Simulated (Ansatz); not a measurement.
Start from `[CH3][SnH2][N]=C=O` and change one atom or group to get `[CH3][AlH][N]=C=O`.

Ansatz, PBE0-D4/def2-TZVP geometries, multiplicity 1. Each molecule was computed in one conformer, which needn't be the lowest.

Elements past krypton have def2 core potentials.

```json
{"property": "HOMO energy (ωB97M-V/def2-TZVPP) / eV", "`[CH3][SnH2][N]=C=O`": "-10.24"}
{"property": "size of the dipole moment (PBE/def2-TZVPP) / D", "`[CH3][SnH2][N]=C=O`": "3.95"}
{"property": "HOMO energy (PBE0/def2-TZVPP) / eV", "`[CH3][SnH2][N]=C=O`": "-8.02"}
{"property": "HOMO–LUMO gap (B3LYP/def2-TZVPP) / eV", "`[CH3][SnH2][N]=C=O`": "7.15"}
{"property": "LUMO energy (ωB97M-V/def2-TZVPP) / eV", "`[CH3][SnH2][N]=C=O`": "1.03"}
{"property": "LUMO energy (PBE0/def2-TZVPP) / eV", "`[CH3][SnH2][N]=C=O`": "-0.38"}
```

**Question.** What does the change do to each property? (An estimate is asked.)

**Answer.** Computed: 
```tsv
property	`[CH3][AlH][N]=C=O`	shift
HOMO energy (ωB97M-V/def2-TZVPP) / eV	-10.26	-0.02
size of the dipole moment (PBE/def2-TZVPP) / D	2.54	-1.41
HOMO energy (PBE0/def2-TZVPP) / eV	-8.07	-0.05
HOMO–LUMO gap (B3LYP/def2-TZVPP) / eV	6.35	-0.80
LUMO energy (ωB97M-V/def2-TZVPP) / eV	0.34	-0.69
LUMO energy (PBE0/def2-TZVPP) / eV	-1.28	-0.90
```

With PBE0 the HOMO falls by 0.05 eV and the LUMO falls by 0.90 eV, so the gap narrows by about 0.85 eV. PBE moves the HOMO by -0.11 eV and ωB97M-V by -0.02 eV. Dipoles are sizes alone; their direction can turn.

B3LYP here is the variant with VWN-RPA as its local correlation; programs differ in this.
